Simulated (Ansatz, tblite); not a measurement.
Cost and result up the ladder for [WO3(OH)]- (WO4H⁻) (6 atoms). The state is a singlet with charge -1. Geometry: r2SCAN-D4/def2-SVPD.

Cartesian coordinates in Å:
```
W 0.084 0.114 0.436
O -0.457 1.573 1.259
O -0.533 -1.315 1.262
O 1.844 0.039 0.418
O -0.593 0.162 -1.402
H -0.345 -0.573 -1.973
```

Ansatz on 4 threads of Arm Neoverse V1 on a shared host; xTB runs through tblite on one thread. Times are rough, summed over both states, and most runs start from the orbitals of an earlier one. PBE0-D4/def2-TZVPD serves as the yardstick here, not as an exact answer. Differences are given only for rows in sets of like size (and for xTB, whose basis is part of the method), since another set adds its own error. The other state is a doublet.

In the def2 sets W takes a core potential; there is no spin–orbit coupling. The xTB rows come from tblite. Correlated methods freeze 4 core orbitals; core or outer-core shells of W are correlated, in sets that lack core-valence functions. The rows differ in basis, and correlated rows in double-zeta sets carry the largest basis error.

Run but left out: HF/def2-SVPD, MP2/def2-SVPD (neutral doublet: ⟨S²⟩ 1.11, where a pure state has 0.75).

Correlated methods converge slowly with the basis, most of all in double-zeta sets.

Raw xTB energies of ions are shifted by several eV.

```
               level  functions  wall time  vertical IE (eV)  difference from PBE0-D4/def2-TZVPD (eV)                                  remarks
            GFN1-xTB         27    0.007 s              9.84                                     4.75                                        –
            GFN2-xTB         26    0.008 s              8.98                                     3.89                                        –
   PBE-D4/def2-TZVPD        212      6.4 s              4.75                                    -0.35                                        –
  PBE0-D4/def2-TZVPD        212       17 s              5.09                                     0.00                                        –
r2SCAN-D4/def2-TZVPD        212       22 s              4.86                                    -0.23                                        –
   CCSD(T)/def2-SVPD        135    2.8 min              5.23                                        –  spin-contaminated (⟨S²⟩ 1.11) (doublet)
```
